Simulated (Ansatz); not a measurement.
Calculated with Ansatz (gas phase, PBE0-D4/def2-TZVP geometries, no zero-point term in ΔE). CCSD(T)/CBS is the MP2 limit (def2-TZVPP, def2-QZVPP) plus CCSD(T) − MP2 in def2-TZVPP, frozen cores. This one scheme is used for every species. For Mg outer-core shells are correlated without core-valence functions, which leaves a few kJ/mol of doubt a bond. One conformer a species, not always the lowest.

Consider the formal exchange of groups at a C–O bond: `CO[Si]F` + `[CH3][MgH]` → `C[CH2][MgH]` + `O[Si]F`.

`CO[Si]F`:

Z-matrix (Å, degrees):
```
C
O 1 1.415
H 1 1.092 2 111.5
H 1 1.092 2 108.9 3 120.8
H 1 1.092 2 108.9 3 -120.8
Si 2 1.628 1 132.8 3 0.2
F 6 1.622 2 102.4 1 -0.0
```

`[CH3][MgH]`:

Cartesian coordinates in Å:
```
C 0.582 -0.208 0.468
Mg -0.982 0.351 -0.790
H 0.474 -1.239 0.820
H 0.638 0.429 1.357
H 1.553 -0.142 -0.034
H -2.265 0.809 -1.822
```

`C[CH2][MgH]`:

```xyz
9

C     0.993    0.562   -0.303
C     0.127   -0.604    0.182
Mg   -1.937   -0.244    0.312
H     0.711    0.894   -1.307
H     2.059    0.308   -0.346
H     0.908    1.437    0.350
H     0.478   -0.934    1.169
H     0.282   -1.471   -0.473
H    -3.620    0.051    0.417
```

`O[Si]F`:

Cartesian coordinates in Å:
```
O 0.234 0.772 -0.567
Si 0.899 -0.483 0.248
F -0.413 -1.192 0.880
H -0.720 0.903 -0.561
```

| species | CCSD/CBS(def2) energy (Eh) |
| --- | --- |
| `CO[Si]F` | -503.94034 |
| `[CH3][MgH]` | -240.31654 |
| `C[CH2][MgH]` | -279.56039 |
| `O[Si]F` | -464.70743 |

Q: Work out ΔE.

A: ΔE = (-279.56039) + (-464.70743) − (-503.94034) − (-240.31654) = -0.01094 Eh = -28.7 kJ/mol. CCSD(T)/CBS gives -28.9 kJ/mol.

Largest T1 diagnostic among the species: 0.015.

Leaving LDA and LC-ωPBE aside and taking each functional with its dispersion term where it has one, the values, not all of them listed here, spread over 10.6 kJ/mol, from PBE-QIDH to BLYP-D4. At CCSD(T), def2-SVP lies +5.8 kJ/mol from the extrapolated value and def2-TZVPP +1.3 kJ/mol.
